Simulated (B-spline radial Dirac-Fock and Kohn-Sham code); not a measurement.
**Subshell cross sections of Pd⁶⁺, photon energy 1650 eV**

System: Pd⁶⁺, [Kr] 4d4.

Model: independent-particle photoionisation in a Dirac-Hartree-Slater potential with a Latter tail, all multipoles, thresholds from Dirac-Fock ΔSCF. Program: a radial atomic solver. The asymmetry parameter β is from the dipole term alone. Kinetic energies are from the vacuum level. Open shells are spread statistically over j, without multiplet splitting.

The last column is dσ/dΩ = σ/(4π) · [1 + β P₂(cos θ)] at θ = 0° from the polarisation vector of linearly polarised light.

```csv
subshell,electrons,binding (eV),kinetic (eV),σ (kb),β,dσ/dΩ (kb/sr)
3s,2,787.0,863.0,33.9,1.99,8.07
3p1/2,2,676.5,973.5,44.6,1.60,9.25
3p3/2,4,648.4,1001.6,88.2,1.63,18.4
3d3/2,4,453.8,1196.2,65.8,1.24,11.7
3d5/2,6,448.5,1201.5,?,?,?
4s,2,198.6,1451.4,7.47,1.99,1.78
4p1/2,2,160.2,1489.8,8.11,1.67,1.72
4p3/2,4,155.2,1494.8,15.8,1.70,3.39
4d3/2,1.6,100.1,1549.9,3.39,1.27,0.612
4d5/2,2.4,99.38,1550.6,4.91,1.24,0.875
```

Question: What are σ and β for 3d5/2?

Answer: σ = 95.0 kb, the largest of all subshells and 26 % of the total, and β = 1.22, which gives dσ/dΩ = 16.8 kb/sr.

Values without a named source are computed, but for edge energies of neutral atoms, which are taken from tables.
